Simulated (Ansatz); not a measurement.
The same molecule with X = Cr, Mo, W. Ansatz, PBE0-D4/def2-TZVP geometries, multiplicity 1. Each molecule was computed in one conformer, which needn't be the lowest.

Elements past krypton have def2 core potentials. Scalar relativity is left out up to krypton.

```tsv
X	molecule	mean X–N bond length / Å	mean X–O bond length / Å	HOMO energy (ωB97M-V/def2-TZVPP) / eV	HOMO energy (PBE0/def2-TZVPP) / eV	HOMO–LUMO gap (ωB97M-V/def2-TZVPP) / eV
Mo	`[NH2][Mo]([NH2])(=[O])=[O]`	1.932	1.683	-9.93	-7.68	10.38
W	`[NH2][W]([NH2])(=[O])=[O]`	1.946	1.711	-10.10	-7.83	11.14
```

Task: Give the row for X = Cr, `[NH2][Cr]([NH2])(=[O])=[O]`. (Best estimate.)

Result: Ansatz gave: 
| X | molecule | mean X–N bond length / Å | mean X–O bond length / Å | HOMO energy (ωB97M-V/def2-TZVPP) / eV | HOMO energy (PBE0/def2-TZVPP) / eV | HOMO–LUMO gap (ωB97M-V/def2-TZVPP) / eV |
| --- | --- | --- | --- | --- | --- | --- |
| Cr | `[NH2][Cr]([NH2])(=[O])=[O]` | 1.800 | 1.551 | -9.56 | -7.35 | 8.88 |

From Cr to W the mean X–N bond length rises at each step, by 0.146 Å in all; the mean X–O bond length rises at each step, by 0.160 Å in all; the HOMO energy (ωB97M-V/def2-TZVPP) falls at each step, by 0.54 eV in all; the HOMO energy (PBE0/def2-TZVPP) falls at each step, by 0.48 eV in all; the HOMO–LUMO gap (ωB97M-V/def2-TZVPP) rises at each step, by 2.26 eV in all.
